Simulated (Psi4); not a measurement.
silylarsine (H$_{5}$AsSi), singlet, geometry from GFN2-xTB. Base run: Psi4 with B3LYP/def2-SV(P).

Here is a job for Psi4.
```
memory 2 GB

molecule {
0 1
Si   -1.49296222    0.17053097    0.31614310
As    0.75371282   -0.07592101   -0.21903957
H    -2.29367511   -0.77990177   -0.46688108
H    -1.93901103    1.52536083   -0.03432123
H    -1.81909019   -0.04494677    1.73089424
H     0.88634284   -1.32044560    0.60966261
H     1.19438155    0.73789324    0.96294779
}

set {
  basis def2-sv(p)
}

energy('b3lyp')
print_variables()
```

The base run was repeated with changes; each row names its change, and settings that it needs were set with it.

```tsv
change	basis functions	E (Eh)	dipole (D)
base	60	-2528.05109	0.39
basis = cc-pVDZ-DK; relativity = none (with scf_type pk)	70	-2514.19570	0.44
basis = cc-pVTZ-DK; relativity = none (with scf_type pk)	147	-2512.95193	0.37
basis = cc-pVDZ-DK; relativity = spin-free X2C (with scf_type pk)	70	-2553.84599	0.30
basis = cc-pVTZ-DK; relativity = spin-free X2C (with scf_type pk)	147	-2553.97225	0.24
```

Total energies compare only within one method and basis.

Basis sets contracted for a relativistic Hamiltonian are a mismatch without it, so the rows without relativity aren't non-relativistic limits. No row has spin-orbit coupling; sets with core potentials leave out the core electrons.
